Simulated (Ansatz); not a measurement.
Several settings on one geometry of Sr2S2⁺ (the lowest doublet isomer of a short search) (that of the charge 1 doublet, r2SCAN-D4/def2-TZVP). Ansatz on 4 threads of Arm Neoverse V2 on a shared host; times are rough.

```xyz
4

Sr    0.962    1.887    0.298
Sr   -0.961   -1.888   -0.289
S    -1.429    0.687    0.263
S     1.428   -0.686   -0.272
```

Totals from different functionals, basis sets or treatments of relativity can't be compared as stabilities.

In the def2 sets Sr takes a core potential; there is no spin–orbit coupling. LC-ωPBE has ω = 0.4 bohr⁻¹. B3LYP takes the VWN-RPA correlation.

The spins typed aren't always the lowest for that charge.

(1) Give the basis size and estimate the energy, ⟨S²⟩ and time of these runs.

```tsv
run	method	charge	state	further keys
1	RKS B3LYP/def2-mTZVP	2	singlet	nuclear_model: gaussian; scf: {lower_state_search: full}; forces asked
2	UKS LC-ωPBE/def2-SVP	1	doublet	scf: {omitted_lower_state_checks: [starts]}; forces asked
3	RKS revPBE-D3(BJ)/STO-3G	2	singlet	point_charges: [{charge: 2.00, position_ang: [4.933, 0.388, 0.065]}]; scf: {lower_state_search: full}; forces asked
```

Answers

(1) 
```csv
run,functions,energy (Eh),⟨S²⟩,wall time
1,110,-857.4174,–,5.5 s
2,82,-857.3036,0.77,6.5 s
3,62,-6987.3774,–,1.7 s
```
